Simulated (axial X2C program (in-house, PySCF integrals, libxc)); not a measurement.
# RuO⁺: nuclear properties from DFT to coupled cluster

Calculated with an axial X2C code built on PySCF integrals: two-component X2C with atomic mean-field Coulomb and Gaunt terms, Gaussian nuclei, basis Ru dyall-acv3z, O dyall-av3z with contracted cores.

R = 1.656 Å (near the PBE0 minimum at charge 1 of the determinant lowest at the starting distance; the state shown can have its own minimum elsewhere); state Ω = 7/2 (⟨Sz⟩ = 1.50, ⟨Lz⟩ = 2.00 at PBE0).

| level | Eeff magnitude (GV/cm) | Ws magnitude Ru (kHz) | A∥/gI Ru (MHz) | qzz Ru (a.u.) | A∥/gI O (MHz) |
| --- | --- | --- | --- | --- | --- |
| PBE0 | 0.745 | 0.00315 | 103 | 2.07 | -20.3 |
| HF | 0.204 | 0.219 | -48.8 | 1.84 | -22.6 |
| B3LYP | 0.632 | 0.0169 | 119 | 1.94 | -19.3 |

Eeff is the effective electric field on the electron electric dipole moment in this Ω state and Ws the scalar–pseudoscalar constant of the nucleus named (defined with the proton number Z and per Ω); A∥ (defined per Ω) follows by multiplying with gI = μI/(I μN); qzz is the electric field gradient, eQq0 = 234.96 MHz × Q/barn × qzz. The operators were transformed with the bare-nucleus X2C matrices; with these basis sets, hyperfine constants and field gradients can be off by tens of per cent, and where levels differ in sign neither size nor sign is settled.

Finite-field MP2, CCSD and CCSD(T), with 21 electrons correlated in 130 natural virtual spinors (MP2 remainder added):

```tsv
level	Eeff magnitude (GV/cm)	Ws magnitude Ru (kHz)	A∥/gI Ru (MHz)	qzz Ru (a.u.)	A∥/gI O (MHz)
MP2	1.12	0.264	56.4	4.21	-24.3
CCSD	0.108	0.102	10.4	2.74	-15.5
CCSD(T)	0.345	0.058	18.1	2.63	-14.1
```

T1 = 0.070 (Lee–Taylor), a sign of multireference character. One unrestricted determinant, the lowest of a limited PBE0 search, is the reference; the functionals treat spin collinearly. With several open shells it need not be a pure state. The sign of Eeff is opposite to CCSD(T) at HF, MP2. Eeff spreads by more than a factor of two over the levels. Correlation of the inner shells is missing, which matters for properties at the nucleus. Number of frozen shells: Ru 3 s, 2 p, 1 d; O 1 s.

(1) By how much does correlation change each value, CCSD(T) against HF?

Results:

(1) A∥/gI Ru from -48.8 to 18.1, a change of sign; qzz Ru 43 %; A∥/gI O -38 %.
